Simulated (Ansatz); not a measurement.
Relaxation of Cl3F2H3OW (10 atoms, charge 0, multiplicity 1), to a largest force component of 0.03 eV/Å in at most 50 steps.

The calculation used RKS B3LYP-D4/def2-SVP (Ansatz).

```xyz
10
Properties=species:S:1:pos:R:3:forces:R:3
W -0.050 0.108 -0.084 0.03 -0.14 0.29
Cl 0.033 -0.191 2.276 -0.03 0.06 -0.30
F 1.823 -0.127 -0.279 0.01 0.02 -0.03
Cl 0.560 2.355 0.266 0.02 0.03 0.00
Cl -2.161 -0.723 -0.238 0.01 0.00 -0.01
H 0.275 -1.541 0.091 0.00 -0.01 0.01
O -0.043 0.144 -1.952 0.02 -0.01 -0.01
H 0.724 0.275 -2.532 0.02 -0.01 -0.03
F -2.162 1.777 1.361 -0.21 0.10 -0.10
H -1.674 1.724 2.148 0.13 -0.04 0.19
```

Task: Where does it end, and by what steps?

Result: It converged. After 17 steps the energy has fallen by 0.165 eV; F9 moved furthest, 0.84 Å.

| step | energy less start (eV) | largest force component (eV/Å) | accepted |
| --- | --- | --- | --- |
| 0 | 0.0000 | 0.299 | yes |
| 1 | -0.0111 | 0.975 | yes |
| 2 | -0.0426 | 0.818 | yes |
| 3 | -0.0383 | 1.178 | no |
| 4 | -0.0759 | 0.487 | yes |
| 5 | -0.1007 | 0.315 | yes |
| 6 | -0.1269 | 0.407 | yes |
| 7 | -0.1387 | 0.280 | yes |
| 8 | -0.1496 | 0.551 | yes |
| 9 | -0.1554 | 0.271 | yes |
| 10 | -0.1557 | 0.507 | yes |
| 11 | -0.1570 | 0.303 | yes |
| 12 | -0.1632 | 0.256 | yes |
| 13 | -0.1637 | 0.207 | yes |
| 14 | -0.1640 | 0.194 | yes |
| 15 | -0.1645 | 0.113 | yes |
| 16 | -0.1648 | 0.041 | yes |
| 17 | -0.1649 | 0.018 | yes |

```xyz
10
Properties=species:S:1:pos:R:3
W 0.027 0.207 -0.302
Cl 0.036 -0.047 2.076
F 1.901 0.033 -0.253
Cl 0.121 2.493 0.126
Cl -2.194 -0.154 -0.520
H 0.129 -1.455 0.049
O 0.271 -0.134 -2.117
H 1.051 -0.442 -2.605
F -2.389 1.883 2.167
H -1.628 1.417 2.436
```

Whether the end is a true minimum wasn't checked by a vibrational analysis.

The run took 77 s on 4 threads of Arm Neoverse V1, with other jobs on the host, peak memory 0.48 GiB.
